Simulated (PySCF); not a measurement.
C₄H₉ClO₂S.
SMILES with atom numbers: `[CH3:1][C:2]([CH3:3])([CH3:4])[S:5](=[O:6])(=[O:7])[Cl:8]` (hydrogens: H9, H10, H11 on C1; H12, H13, H14 on C3; H15, H16, H17 on C4)

The calculation used PBE0-D3(BJ)/def2-SVP geometry optimisation, gas phase (PySCF).

Task: Give the optimised bond lengths and angles.

Result: 
```csv
bond,length (Å),order
"C1–C2, C2–C4",1.519,single
C2–C3,1.530,single
C2–S5,1.841,single
"S5=O6, S5=O7",1.449,double
S5–Cl8,2.116,single
C1–H9 and 8 like bonds,1.099,single
```

Bonds in one row agree within 0.01 Å and their mean is given. Orders are formal, as drawn. A selection of angles:
```csv
angle,degrees
C1–C2–C3,111.9
C1–C2–C4,113.4
C1–C2–S5,108.0
C3–C2–S5,102.9
C2–S5–O6,109.5
C2–S5–Cl8,101.9
O6–S5–O7,121.2
O6–S5–Cl8,106.7
O7–S5–Cl8,106.2
```

Torsions: C1–C2–S5–O6 175° (antiperiplanar).

S5 (sulfonyl sulfur) is distorted tetrahedral (angles from 101.9° to 121.2°). Of the pairs four or more bonds apart, Cl8···H16 is among the closest relative to their van der Waals radii: 2.79 Å, 94 % of the sum of Bondi's values.

PBE0-D3(BJ)/def2-SVP frequencies: not computed here.
